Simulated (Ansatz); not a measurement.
Species: C₅H₁₂S₂, SMILES `CSCCCSC` (charge 0, multiplicity 1).

Give a relaxed geometry from Ansatz (an electronic-structure program) with B3LYP-D3(BJ)/def2-SVP.

This is not unique; one that fits is the end point of this relaxation, one of several conformers (outside a Z-matrix the atoms follow the SMILES, hydrogens last).
Z-matrix (Å, degrees):
```
C
H 1 1.1028
H 1 1.1028 2 106.65
C 1 1.5272 2 109.56 3 -118.50
H 4 1.1035 1 110.42 2 -62.23
H 4 1.1035 5 107.59 1 120.57
C 1 1.5272 2 109.56 3 118.50
H 7 1.1035 1 110.42 2 62.23
H 7 1.1035 8 107.59 1 -120.57
S 7 1.8287 8 109.01 9 -118.07
C 10 1.8181 7 99.11 8 58.59
H 11 1.0992 10 107.11 7 -180.00
H 11 1.1014 12 108.73 10 -120.48
H 11 1.1014 12 108.73 13 -119.05
S 4 1.8287 5 109.01 6 118.07
C 15 1.8181 4 99.11 5 -58.59
H 16 1.0992 15 107.11 4 -180.00
H 16 1.1014 17 108.73 15 -120.48
H 16 1.1014 17 108.73 18 -119.05
```
